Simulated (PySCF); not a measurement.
C2H6N, charge -1, singlet, at a GFN2-xTB geometry. Base run: DF-HF/aug-cc-pVDZ (PySCF).

The PySCF input:
```python
from pyscf import gto, scf

mol = gto.M(
    atom='''
C     1.17379428   -0.29888506   -0.03064780
C    -0.00061861    0.69049820   -0.11946954
N    -1.28175622   -0.07360499    0.01875596
H     2.13180660    0.23713849    0.01082447
H     1.16758703   -1.00712786    0.84854650
H     1.20574491   -0.94467985   -0.92468513
H     0.04801484    1.28923134    0.84658688
H    -1.25328855   -0.75326842    0.80694167
H    -1.36662521   -0.65573752   -0.81880195
''',
    basis='aug-cc-pvdz',
    charge=-1,
    verbose=4,
)

mf = scf.RHF(mol)
mf = mf.density_fit(auxbasis='def2-universal-jkfit')
mf.kernel()
mf.analyze()
```

The base run was repeated with changes; each row names its change, and settings that it needs were set with it.

```json
[
 {"change": "base", "basis functions": "123", "E (Eh)": "-133.57707", "HOMO (eV)": "-1.04", "HOMO-LUMO gap (eV)": "5.20"},
 {"change": "basis = STO-3G", "basis functions": "21", "E (Eh)": "-131.75858", "HOMO (eV)": "3.46", "HOMO-LUMO gap (eV)": "20.67"},
 {"change": "basis = pcseg-0", "basis functions": "___", "E (Eh)": "___", "HOMO (eV)": "___", "HOMO-LUMO gap (eV)": "___"},
 {"change": "basis = 6-31G*", "basis functions": "54", "E (Eh)": "-133.52557", "HOMO (eV)": "-0.23", "HOMO-LUMO gap (eV)": "11.88"},
 {"change": "basis = 6-31+G*", "basis functions": "___", "E (Eh)": "___", "HOMO (eV)": "___", "HOMO-LUMO gap (eV)": "___"},
 {"change": "basis = def2-SVP", "basis functions": "72", "E (Eh)": "-133.44187", "HOMO (eV)": "-0.45", "HOMO-LUMO gap (eV)": "10.33"},
 {"change": "basis = pcseg-1", "basis functions": "72", "E (Eh)": "-133.51255", "HOMO (eV)": "-0.69", "HOMO-LUMO gap (eV)": "10.12"},
 {"change": "basis = pc-1", "basis functions": "72", "E (Eh)": "-133.51432", "HOMO (eV)": "-0.68", "HOMO-LUMO gap (eV)": "10.28"},
 {"change": "basis = def2-SVPD", "basis functions": "108", "E (Eh)": "-133.46310", "HOMO (eV)": "-0.88", "HOMO-LUMO gap (eV)": "7.95"},
 {"change": "basis = aug-pcseg-1", "basis functions": "123", "E (Eh)": "___", "HOMO (eV)": "___", "HOMO-LUMO gap (eV)": "___"},
 {"change": "basis = def2-TZVPD", "basis functions": "165", "E (Eh)": "-133.60703", "HOMO (eV)": "-1.00", "HOMO-LUMO gap (eV)": "6.96"},
 {"change": "basis = cc-pVTZ", "basis functions": "174", "E (Eh)": "-133.59722", "HOMO (eV)": "-0.75", "HOMO-LUMO gap (eV)": "9.41"},
 {"change": "basis = pcseg-2", "basis functions": "174", "E (Eh)": "-133.60007", "HOMO (eV)": "-0.92", "HOMO-LUMO gap (eV)": "8.03"}
]
```

**Question.** Fill in the missing entries.

**Answer.** 
- basis = pcseg-0, basis functions: 39
- basis = pcseg-0, E (Eh): -133.14267
- basis = pcseg-0, HOMO (eV): -0.33
- basis = pcseg-0, HOMO-LUMO gap (eV): 10.83
- basis = 6-31+G*, basis functions: 66
- basis = 6-31+G*, E (Eh): -133.55247
- basis = 6-31+G*, HOMO (eV): -0.94
- basis = 6-31+G*, HOMO-LUMO gap (eV): 7.02
- basis = aug-pcseg-1, E (Eh): -133.53221
- basis = aug-pcseg-1, HOMO (eV): -1.07
- basis = aug-pcseg-1, HOMO-LUMO gap (eV): 4.90

Totals compare only among sets that treat the same electrons; sets with core potentials leave the core out.
